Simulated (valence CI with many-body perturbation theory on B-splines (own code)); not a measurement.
**E1 transitions of Se²⁷⁺**

Method: valence CI with perturbative core correlation (CI+MBPT): five valence electrons over a frozen Dirac-Fock core [He], a basis of 9 s, 9 p, 8 d, 6 f, 3 g, 1 h functions for each j, with the one-electron correlation potential Σ1 (screened to all orders), the two-electron term Σ2, the three-electron term Σ3, Breit, model QED; selected single and double excitations, second order for the rest (own B-spline code, finite nucleus).

The last digits are not significant, and no measured levels were compared; by estimate large intervals hold to a few tenths of a per cent, small ones and those within an open d or f shell to about a per cent. Among the levels kept, up to 1500 cm⁻¹ of a level comes from second order outside the variational space, and about a tenth of that is noise between levels of different J, which matters for small intervals.

Lines 201 to 250 of 275 in falling wavelength, among levels below 1860.6 eV, chosen from the strongest by gf and those to the six lowest levels. Wavelengths and rates use the calculated energies. Electric multipoles are in the length gauge, E1 and E2 with the static RPA response of the core. Weak lines are less certain than strong ones. Lines between different terms over intervals too small for the method are left out, as are lines whose strength nearly cancels. The highest levels of a list are the least certain.

Levels are named by their leading jj configuration (3d3/2^4 stands for four electrons in 3d with j = 3/2), which in mixed levels can hold well under half, so a name can repeat and another be missing. Letters in brackets count levels of one name in rising energy.

| λ vac (Å) | Upper | Lower | A (s⁻¹) | S (a.u.) with core polarisation | S without |
| --- | --- | --- | --- | --- | --- |
| 7.103 | (2s^2 2p1/2 2p3/2 3d3/2) J=1/2 [a] | (2s^2 2p1/2 2p3/2^2) J=3/2 | 2.75e+12 | 9.72e-04 | 9.73e-04 |
| 7.103 | (2s^2 2p3/2^2 3s) J=3/2 | (2s^2 2p1/2^2 2p3/2) J=3/2 | 2.12e+11 | 1.50e-04 | 1.50e-04 |
| 7.091 | (2s^2 2p1/2 2p3/2 3d3/2) J=5/2 [b] | (2s^2 2p1/2 2p3/2^2) J=5/2 | 1.68e+13 | 1.78e-02 | 1.78e-02 |
| 7.089 | (2s^2 2p3/2^2 3d3/2) J=1/2 | (2s^2 2p3/2^3) J=3/2 | 3.34e+13 | 1.17e-02 | 1.18e-02 |
| 7.084 | (2s^2 2p1/2 2p3/2 3d3/2) J=3/2 [b] | (2s^2 2p1/2 2p3/2^2) J=5/2 | 7.05e+12 | 4.95e-03 | 4.95e-03 |
| 7.076 | (2s^2 2p3/2^2 3d5/2) J=3/2 | (2s^2 2p3/2^3) J=3/2 | 5.29e+13 | 3.70e-02 | 3.71e-02 |
| 7.076 | (2s^2 2p1/2^2 3d5/2) J=5/2 | (2s^2 2p1/2^2 2p3/2) J=3/2 | 2.74e+13 | 2.87e-02 | 2.87e-02 |
| 7.075 | (2s^2 2p1/2 2p3/2 3d5/2) J=5/2 [a] | (2s^2 2p1/2 2p3/2^2) J=3/2 | 1.97e+13 | 2.06e-02 | 2.07e-02 |
| 7.074 | (2s^2 2p1/2 2p3/2 3d5/2) J=3/2 [a] | (2s^2 2p1/2 2p3/2^2) J=3/2 | 2.36e+13 | 1.65e-02 | 1.65e-02 |
| 7.070 | (2s^2 2p3/2^2 3d5/2) J=5/2 | (2s^2 2p3/2^3) J=3/2 | 5.29e+13 | 5.53e-02 | 5.54e-02 |
| 7.062 | (2s^2 2p1/2 2p3/2 3d5/2) J=5/2 [b] | (2s^2 2p1/2 2p3/2^2) J=5/2 | 1.39e+13 | 1.45e-02 | 1.45e-02 |
| 7.060 | (2s^2 2p1/2 2p3/2 3d5/2) J=7/2 [b] | (2s^2 2p1/2 2p3/2^2) J=5/2 | 5.59e+13 | 7.76e-02 | 7.77e-02 |
| 7.056 | (2s^2 2p1/2 2p3/2 3d5/2) J=3/2 [b] | (2s^2 2p1/2 2p3/2^2) J=5/2 | 3.22e+12 | 2.23e-03 | 2.24e-03 |
| 7.045 | (2s^2 2p1/2 2p3/2 3d3/2) J=5/2 [b] | (2s^2 2p1/2 2p3/2^2) J=3/2 | 6.36e+11 | 6.59e-04 | 6.60e-04 |
| 7.044 | (2s 2p1/2^2 2p3/2 3p1/2) J=1/2 | (2s^2 2p3/2^3) J=3/2 | 9.34e+11 | 3.22e-04 | 3.22e-04 |
| 7.039 | (2s 2p1/2^2 2p3/2 3p1/2) J=3/2 [b] | (2s^2 2p3/2^3) J=3/2 | 1.97e+12 | 1.36e-03 | 1.36e-03 |
| 7.038 | (2s^2 2p1/2 2p3/2 3d3/2) J=3/2 [b] | (2s^2 2p1/2 2p3/2^2) J=3/2 | 2.85e+12 | 1.96e-03 | 1.97e-03 |
| 7.031 | (2s^2 2p1/2 2p3/2 3d3/2) J=1/2 [b] | (2s^2 2p1/2 2p3/2^2) J=3/2 | 3.92e+12 | 1.35e-03 | 1.35e-03 |
| 7.017 | (2s 2p1/2^2 2p3/2 3p1/2) J=3/2 [a] | (2s^2 2p1/2 2p3/2^2) J=5/2 | 1.71e+11 | 1.17e-04 | 1.17e-04 |
| 7.016 | (2s^2 2p1/2 2p3/2 3d5/2) J=5/2 [b] | (2s^2 2p1/2 2p3/2^2) J=3/2 | 5.80e+13 | 5.93e-02 | 5.94e-02 |
| 7.012 | (2s 2p1/2^2 2p3/2 3p1/2) J=5/2 | (2s^2 2p1/2 2p3/2^2) J=5/2 | 8.68e+10 | 8.86e-05 | 8.86e-05 |
| 7.011 | (2s^2 2p1/2 2p3/2 3d5/2) J=1/2 | (2s^2 2p1/2 2p3/2^2) J=3/2 | 8.55e+11 | 2.91e-04 | 2.91e-04 |
| 7.010 | (2s^2 2p1/2 2p3/2 3d5/2) J=3/2 [b] | (2s^2 2p1/2 2p3/2^2) J=3/2 | 9.99e+11 | 6.79e-04 | 6.80e-04 |
| 7.003 | (2s 2p1/2^2 2p3/2 3p3/2) J=3/2 | (2s^2 2p1/2 2p3/2^2) J=1/2 | 1.19e+11 | 8.08e-05 | 8.09e-05 |
| 6.987 | (2s 2p1/2^2 2p3/2 3p3/2) J=1/2 [a] | (2s^2 2p1/2 2p3/2^2) J=1/2 | 2.47e+12 | 8.33e-04 | 8.34e-04 |
| 6.985 | (2s^2 2p3/2^2 3d3/2) J=3/2 | (2s^2 2p1/2 2p3/2^2) J=1/2 | 3.10e+12 | 2.08e-03 | 2.09e-03 |
| 6.981 | (2s 2p1/2^2 2p3/2 3p3/2) J=1/2 [b] | (2s^2 2p1/2 2p3/2^2) J=1/2 | 2.94e+12 | 9.87e-04 | 9.88e-04 |
| 6.973 | (2s 2p1/2^2 2p3/2 3p3/2) J=7/2 | (2s^2 2p1/2 2p3/2^2) J=5/2 | 2.86e+11 | 3.83e-04 | 3.83e-04 |
| 6.972 | (2s 2p1/2^2 2p3/2 3p1/2) J=3/2 [a] | (2s^2 2p1/2 2p3/2^2) J=3/2 | 1.94e+11 | 1.30e-04 | 1.29e-04 |
| 6.967 | (2s 2p1/2^2 2p3/2 3p1/2) J=5/2 | (2s^2 2p1/2 2p3/2^2) J=3/2 | 1.58e+12 | 1.58e-03 | 1.58e-03 |
| 6.963 | (2s^2 2p1/2 2p3/2 3d3/2) J=3/2 [a] | (2s^2 2p1/2^2 2p3/2) J=3/2 | 1.01e+13 | 6.72e-03 | 6.73e-03 |
| 6.957 | (2s^2 2p1/2 2p3/2 3d3/2) J=5/2 [a] | (2s^2 2p1/2^2 2p3/2) J=3/2 | 7.48e+12 | 7.46e-03 | 7.47e-03 |
| 6.956 | (2s^2 2p1/2 2p3/2 3d3/2) J=1/2 [a] | (2s^2 2p1/2^2 2p3/2) J=3/2 | 1.95e+12 | 6.47e-04 | 6.48e-04 |
| 6.951 | (2s^2 2p3/2^2 3d3/2) J=1/2 | (2s^2 2p1/2 2p3/2^2) J=1/2 | 1.01e+12 | 3.36e-04 | 3.37e-04 |
| 6.943 | (2s 2p1/2^2 2p3/2 3p3/2) J=3/2 | (2s^2 2p1/2 2p3/2^2) J=5/2 | 1.04e+11 | 6.89e-05 | 6.89e-05 |
| 6.941 | (2s^2 2p3/2^2 3d5/2) J=7/2 | (2s^2 2p1/2 2p3/2^2) J=5/2 | 1.85e+12 | 2.44e-03 | 2.45e-03 |
| 6.939 | (2s^2 2p3/2^2 3d5/2) J=3/2 | (2s^2 2p1/2 2p3/2^2) J=1/2 | 5.78e+12 | 3.82e-03 | 3.82e-03 |
| 6.931 | (2s 2p1/2^2 2p3/2 3p3/2) J=5/2 | (2s^2 2p1/2 2p3/2^2) J=5/2 | 2.88e+11 | 2.84e-04 | 2.84e-04 |
| 6.929 | (2s^2 2p1/2 2p3/2 3d5/2) J=5/2 [a] | (2s^2 2p1/2^2 2p3/2) J=3/2 | 1.91e+13 | 1.88e-02 | 1.88e-02 |
| 6.925 | (2s^2 2p3/2^2 3d3/2) J=3/2 | (2s^2 2p1/2 2p3/2^2) J=5/2 | 1.05e+13 | 6.87e-03 | 6.88e-03 |
| 6.924 | (2s^2 2p3/2^2 3d3/2) J=5/2 | (2s^2 2p1/2 2p3/2^2) J=5/2 | 3.09e+13 | 3.04e-02 | 3.04e-02 |
| 6.910 | (2s^2 2p3/2^2 3d3/2) J=7/2 | (2s^2 2p1/2 2p3/2^2) J=5/2 | 6.83e+13 | 8.90e-02 | 8.91e-02 |
| 6.909 | (2s 2p1/2^2 2p3/2 3p1/2) J=1/2 | (2s^2 2p1/2 2p3/2^2) J=1/2 | 3.41e+11 | 1.11e-04 | 1.11e-04 |
| 6.904 | (2s 2p1/2^2 2p3/2 3p1/2) J=3/2 [b] | (2s^2 2p1/2 2p3/2^2) J=1/2 | 3.29e+12 | 2.14e-03 | 2.14e-03 |
| 6.900 | (2s^2 2p1/2 2p3/2 3d3/2) J=5/2 [b] | (2s^2 2p1/2^2 2p3/2) J=3/2 | 3.35e+13 | 3.26e-02 | 3.26e-02 |
| 6.899 | (2s 2p1/2^2 2p3/2 3p3/2) J=3/2 | (2s^2 2p1/2 2p3/2^2) J=3/2 | 2.83e+12 | 1.83e-03 | 1.83e-03 |
| 6.893 | (2s^2 2p1/2 2p3/2 3d3/2) J=3/2 [b] | (2s^2 2p1/2^2 2p3/2) J=3/2 | 5.97e+13 | 3.86e-02 | 3.86e-02 |
| 6.887 | (2s 2p1/2^2 2p3/2 3p3/2) J=5/2 | (2s^2 2p1/2 2p3/2^2) J=3/2 | 1.18e+12 | 1.14e-03 | 1.14e-03 |
| 6.887 | (2s^2 2p1/2 2p3/2 3d3/2) J=1/2 [b] | (2s^2 2p1/2^2 2p3/2) J=3/2 | 6.65e+13 | 2.14e-02 | 2.15e-02 |
| 6.884 | (2s 2p1/2^2 2p3/2 3p3/2) J=1/2 [a] | (2s^2 2p1/2 2p3/2^2) J=3/2 | 1.92e+13 | 6.19e-03 | 6.20e-03 |
